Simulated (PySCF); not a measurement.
C₃H₅ClSi. Atoms are numbered in the order given.

```xyz
10

C      2.3308    -1.5629     0.2061
C      1.3192    -0.9551    -0.0919
Si    -0.2206    -0.0707    -0.5448
C     -1.7132    -1.1272    -0.1676
Cl    -0.3265     1.6870     0.5719
H      3.2264    -2.0959     0.4700
H     -0.1536     0.3161    -1.9764
H     -2.6411    -0.5908    -0.4200
H     -1.7377    -1.3854     0.9022
H     -1.6751    -2.0612    -0.7514
```
Charge 0, spin multiplicity 1.

Coordinates come from a B3LYP-D3(BJ)/def2-SVP optimisation. The structure was generated by enumeration; whether it is a known compound was not checked.

All values below come from PySCF with PBE0/pcSseg-1.

GIAO shieldings, no solvent; atoms alike by connectivity are averaged. δ = σ(ref) − σ: ¹³C against TMS (σ = 186.3 ppm); ²⁹Si against TMS (σ = 352.7 ppm); ³⁵Cl against HCl (σ = 945.9 ppm); ¹H against TMS (σ = 31.56 ppm), references at their B3LYP-D3(BJ)/def2-TZVP geometries, non-relativistic (without spin–orbit terms, shifts of atoms bonded to Cl or Br come out too high).

### Question
Estimate the chemical shifts. (Estimate from the structure and the level; the computed values follow.)

### Answer

```
nucleus        atoms  count  δ (ppm)
-------  -----------  -----  -------
¹³C               C1      1    107.4
¹³C               C2      1     89.1
¹³C               C4      1      5.7
²⁹Si             Si3      1    -13.4
³⁵Cl             Cl5      1      6.0
¹H                H7      1     5.44
¹H                H6      1     2.82
¹H       H8, H9, H10      3     0.89
```
